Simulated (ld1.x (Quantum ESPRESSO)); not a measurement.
**P (Z = 15), TM: configuration errors across variants**

```json
{
 "Element": "phosphorus (P)",
 "Generator": "ld1.x (Quantum ESPRESSO) 7.5",
 "Type": "norm-conserving Troullier–Martins (Kleinman–Bylander form)",
 "Functional": "PBEsol",
 "Relativity": "scalar-relativistic",
 "Frozen core": "[Ne]",
 "Valence charge": "5",
 "Reference configuration": "3s1.5 3p3.5",
 "Partial waves": "3s (bound): rc 1.70 bohr; 3p (bound): rc 1.40 bohr; 3d channel at 0.2 Ry: rc 1.45 bohr",
 "Local potential": "all-electron potential smoothed inside 1.40 bohr (lloc = -1)",
 "Core correction": "a·sin(br)/r model core inside 0.80 bohr"
}
```

All-electron excitation energies from the reference (eV): (1) 3s2 3p3 -4.237; (2) 3s2 3p2 5.461; (3) 3s2 3p1 24.573; (4) 3s2 3p3.3 -5.536; (5) 3s1 3p0 106.191; (6) 3s1 3p4 4.272; (7) 3s1 3p3 14.556.

3 further variants failed, have other tests or another functional or relativity, and are left out.

A true bound ghost makes a file unfit for plane-wave use even where its test errors are small: the radial tests pick states by their node count and pass the ghost by.

Errors AE − PS in meV (a dash: test not solved or not reliable):

```csv
change,(1),(2),(3),(4),(5),(6),(7),bound ghosts
base,+0.1,+2.4,+25,+0.8,+178,-0.3,+5.7,none
wave 3s (bound): rc 1.70 bohr becomes 3s (bound): rc 2.16 bohr,-2.7,+2.8,+46,-1.8,+268,-3.3,+1.3,none
wave 3d channel at 0.2 Ry: rc 1.45 bohr becomes 3d channel at 0.2 Ry: rc 1.52 bohr,+0.1,+2.4,+25,+0.8,+178,-0.3,+5.7,none
core correction a·sin(br)/r model core inside 1.16 bohr,-0.1,+2.4,+24,+0.6,+158,-0.4,+4.7,none
wave 3d channel at 0.2 Ry: rc 1.45 bohr becomes 3d channel at -0.09 Ry: rc 1.45 bohr,+0.1,+2.4,+25,+0.8,+178,-0.3,+5.7,none
"all radii but the core radius scaled by about 0.80 (s 1.36, p 1.12, d 1.16 bohr); local potential all-electron potential smoothed inside 1.12 bohr (lloc = -1)",+0.8,+3.7,+29,+1.6,+202,+0.3,+9.1,none
wave 3p (bound): rc 1.40 bohr becomes 3p (bound): rc 1.76 bohr,-0.4,+1.9,+27,+0.4,+214,-0.7,+4.7,none
local potential all-electron potential smoothed inside 0.94 bohr (lloc = -1),+0.8,+4.7,+63,+2.2,+873,+0.1,+12,s
```

Task: Give the same row for: local potential the s channel.

Result: 0.0, +2.1, +20, +0.7, +130, -0.3, +4.9; bound ghosts: none.
